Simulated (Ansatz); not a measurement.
`[NH2][Mg][NH2]` + HBr → `[NH2][Mg][Br]` + NH₃  (ligand exchange at a Mg–N bond)

Program: Ansatz. Geometries: PBE0-D4/def2-TZVP. ΔE: electronic, gas phase. CCSD(T)/CBS adds triple-zeta CCSD(T) − MP2 to the extrapolated MP2 energy (def2 sets, frozen cores). This one scheme is used for every species. DFT in def2-TZVPP. For Br, Mg outer-core shells are correlated without core-valence functions, which leaves a few kJ/mol of doubt a bond. Scalar relativity is left out up to krypton. One conformer a species, not always the lowest.

`[NH2][Mg][NH2]`:

Cartesian coordinates in Å:
```
N 0.032 1.392 -1.272
Mg 0.000 0.000 0.000
N -0.032 -1.392 1.272
H -0.072 1.294 -2.270
H 0.156 2.375 -1.082
H 0.761 -1.924 1.598
H -0.845 -1.745 1.754
```

HBr:

Z-matrix (Å, degrees):
```
Br
H 1 1.420
```

`[NH2][Mg][Br]`:

```xyz
5

N    -0.706   -0.523   -0.428
Mg    0.648    0.480    0.392
Br    2.335    1.729    1.413
H    -1.630   -0.196   -0.667
H    -0.646   -1.490   -0.710
```

NH₃:

Cartesian coordinates in Å:
```
N -0.279 -0.035 0.011
H 0.135 -0.032 0.935
H 0.172 -0.773 -0.515
H -0.028 0.841 -0.430
```

```tsv
level	ΔE (kcal/mol)
CAM-B3LYP-D4	-36.6
MP2/def2-SVP	-37.7
```

(1) What does CCSD(T)/CBS give? (Estimate.)

Largest T1 diagnostic among the species: 0.009.

Answers

(1) The calculation gave: -37.2 kcal/mol. The listed levels differ from it by 0.6, -0.5 kcal/mol.

From r2SCAN to r2SCAN0 (25 % exact exchange), in def2-TZVPP and without D4, ΔE moves by −1.4 kcal/mol. Leaving LDA and LC-ωPBE aside and taking each functional with its dispersion term where it has one, the values, not all of them listed here, spread over 4.9 kcal/mol, from r2SCAN0-D4 to BLYP-D4. LDA lies +1.4 kcal/mol from PBE without D4.
